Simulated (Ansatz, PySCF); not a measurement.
H₂MoS₄, SMILES [S]=[Mo](=[S])([SH])[SH], multiplicity 1. Atoms are numbered in the order given.

```xyz
7

Mo     0.0888    -0.0445     0.0858
S      1.6980    -1.3111    -0.4243
S      0.0404     0.4131     2.1455
S      0.4055     1.8752    -1.1906
H     -0.4687     2.6365    -0.4841
S     -1.9539    -1.0698    -0.3513
H     -1.5829    -1.5703    -1.5575
```
Charge 0, spin multiplicity 1.

The structure is a stationary point at B3LYP-D3(BJ)/def2-SVP. The multiplicity is an assumed one; no other spin state was optimised. The structure was generated by enumeration; whether it is a known compound was not checked. The def2 effective core potentials stand for the cores of Mo; spin–orbit coupling is left out. One conformer was computed; it need not be the lowest.

Two levels are set side by side: PBE-D3(BJ)/def2-SVP (Ansatz, a first-principles code) and B3LYP-D3(BJ)/def2-SVP (Ansatz). Each level has its own optimised geometry; the coordinates shown are those of the second. Frequencies come from the Hessian of PySCF at each geometry. Differences are taken from unrounded values.

```json
[
 {"quantity": "mean bond length (Å)", "B3LYP-D3(BJ)": "1.932", "PBE-D3(BJ)": "1.938", "PBE-D3(BJ) minus B3LYP-D3(BJ)": "0.006"},
 {"quantity": "bond Mo1–S2 (Å)", "B3LYP-D3(BJ)": "2.111", "PBE-D3(BJ)": "2.121", "PBE-D3(BJ) minus B3LYP-D3(BJ)": "0.011"},
 {"quantity": "bond Mo1–S3 (Å)", "B3LYP-D3(BJ)": "2.110", "PBE-D3(BJ)": "2.121", "PBE-D3(BJ) minus B3LYP-D3(BJ)": "0.011"},
 {"quantity": "bond Mo1–S4 (Å)", "B3LYP-D3(BJ)": "2.327", "PBE-D3(BJ)": "2.324", "PBE-D3(BJ) minus B3LYP-D3(BJ)": "-0.003"},
 {"quantity": "bond Mo1–S6 (Å)", "B3LYP-D3(BJ)": "2.327", "PBE-D3(BJ)": "2.324", "PBE-D3(BJ) minus B3LYP-D3(BJ)": "-0.003"},
 {"quantity": "bond S4–H5 (Å)", "B3LYP-D3(BJ)": "1.358", "PBE-D3(BJ)": "1.368", "PBE-D3(BJ) minus B3LYP-D3(BJ)": "0.010"},
 {"quantity": "bond S6–H7 (Å)", "B3LYP-D3(BJ)": "1.358", "PBE-D3(BJ)": "1.368", "PBE-D3(BJ) minus B3LYP-D3(BJ)": "0.010"},
 {"quantity": "highest harmonic wavenumber (cm⁻¹)", "B3LYP-D3(BJ)": "2643", "PBE-D3(BJ)": "2583", "PBE-D3(BJ) minus B3LYP-D3(BJ)": "-60"},
 {"quantity": "mean harmonic wavenumber (cm⁻¹)", "B3LYP-D3(BJ)": "650", "PBE-D3(BJ)": "631", "PBE-D3(BJ) minus B3LYP-D3(BJ)": "-19"},
 {"quantity": "zero-point energy (kcal/mol)", "B3LYP-D3(BJ)": "13.94", "PBE-D3(BJ)": "13.53", "PBE-D3(BJ) minus B3LYP-D3(BJ)": "-0.41"}
]
```

Exact exchange shortens and stiffens bonds; PBE has none. Differences between two approximate levels are no errors against the true value.
